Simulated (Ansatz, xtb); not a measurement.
# C3H9BS: which of two isomers lies lower

We compare a, `CCBSC`, a singlet, with b, `BSC(C)C`, a singlet. Both are isolated molecules in the gas phase, relaxed with B3LYP-D3(BJ)/def2-SVP, each in the lowest conformer that the search found.

a (Å):

```xyz
14

C    -4.6583   -0.6322   -0.1260
C    -3.9582    0.2048    0.9483
C     0.0709   -1.4398    1.2037
B    -2.4661   -0.1307    1.3041
S    -1.6115   -1.4561    0.4746
H    -4.1317   -0.5650   -1.0918
H    -4.6840   -1.6986    0.1516
H    -5.6979   -0.3073   -0.2911
H    -3.9804    1.2805    0.6798
H    -4.5244    0.1691    1.9008
H    -1.8691    0.4959    2.1480
H     0.0167   -1.3294    2.2942
H     0.5515   -2.3958    0.9561
H     0.6623   -0.6185    0.7767
```

b (Å):

```xyz
14

C    -0.6882   -0.1303    1.4371
C    -2.0991   -0.6012    1.0991
C     0.0840   -1.1398    2.2826
B    -0.2285    1.7959   -0.6480
S     0.2829    0.1935   -0.1204
H     0.2711    2.2090   -1.6613
H    -1.0311    2.4326   -0.0146
H    -0.7346    0.8349    1.9630
H    -2.6653   -0.7964    2.0254
H    -2.0735   -1.5332    0.5119
H    -2.6452    0.1553    0.5168
H     0.1898   -2.1006    1.7531
H    -0.4542   -1.3320    3.2250
H     1.0915   -0.7737    2.5304
```

Energies in hartree; the thermal terms are from GFN2-xTB frequencies at re-optimised GFN2-xTB minima (ideal gas, soft modes damped towards free rotors, one conformer each, 298.15 K, 1 atm) and include the zero-point energy:

|  | a | b |
| --- | --- | --- |
| E, CCSD(T)/def2-SVP | −541.602082 | −541.595049 |
| E, MP2/def2-SVP | −541.509715 | −541.502650 |
| E, MP2/def2-TZVPP | −541.960908 | −541.952063 |
| zero-point energy | 0.115246 | 0.114920 |
| H(298 K) − E | 0.124036 | 0.123187 |
| G(298 K) − E | 0.083033 | 0.084118 |

Task: Correct the CCSD(T) difference for the basis set by the MP2 change, then work out ΔE, ΔE₀, ΔH and ΔG for a → b in kcal/mol (1 Eh = 627.51 kcal/mol) and the equilibrium ratio [b]/[a].

Result: 1. Differences b − a: CCSD(T) +0.007033, MP2 in the small set +0.007065, MP2 in the large set +0.008845 Eh.
2. ΔE = +0.007033 + (+0.008845 − (+0.007065)) = +0.008813 Eh = +5.53 kcal/mol.
3. ΔE₀ = ΔE + ΔZPE = +0.008813 + (−0.000326) Eh = +5.33 kcal/mol.
4. ΔH = ΔE + (−0.000849) Eh = +5.00 kcal/mol.
5. ΔG = ΔE + (+0.001085) Eh = +6.21 kcal/mol, so ΔS = (ΔH − ΔG)/T = −17.0 J/(mol K).
6. kT = 0.9442 mEh, so K = [b]/[a] = exp(−ΔG/kT) = exp(−10.48) ≈ 2.8 × 10^−5.

Structure a is favoured at this temperature. An error of 1 kcal/mol in ΔG would change K by a factor of 5.4. GFN2-xTB gave ΔE the other sign. Mirror images and further conformers aren't counted.

As drawn, b has 1 C–C, 1 B–H in place of 1 C–B, 1 C–H.

Other levels gave ΔE = −8.6 (GFN2-xTB); +7.5 (HF/STO-3G, GFN2-xTB geometries); +7.0 (r2SCAN-D4/def2-SVP, GFN2-xTB geometries); +6.4 (B3LYP-D3(BJ)/def2-SVP); +7.2 (HF/def2-SVP); +4.4 (MP2/def2-SVP); +4.4 (CCSD(T)/def2-SVP) kcal/mol. The correlated steps freeze 9 core orbitals. Programs: Ansatz 0.2.0, xtb 6.7.1.
